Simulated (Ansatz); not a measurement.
Basis-set extrapolation for CH8O2Si2, SMILES `CO[SiH](O)[SiH3]` (PBE0-D4/def2-TZVP geometry, frozen core, Ansatz 0.2.0). Multiplicity 1, RHF reference.

```csv
,def2-TZVPP,def2-QZVPP
HF,-770.306667,-770.334519
MP2 correlation,-0.900588,-0.969784
CCSD(T) correlation,-0.986612,not run
```

Energies in hartree. Use E(X) = E(∞) + A·exp(−7.88·√X) for Hartree–Fock and E(X) = E(∞) + B·X^(−2.97) for correlation, with X = 3 and 4, and add CCSD(T) minus MP2 of the smaller set to the MP2 limit.

Task: What is the CCSD(T) energy at the basis-set limit?

Result: HF limit: -770.334519 + (-0.027852) × 0.13774 = -770.33836. MP2 limit: -0.969784 + (-0.069196) × 0.74074 = -1.02104. Higher-order term: -0.986612 − (-0.900588) = -0.08602. Total: -771.44542 hartree, 399.4 kJ/mol below CCSD(T)/def2-TZVPP.
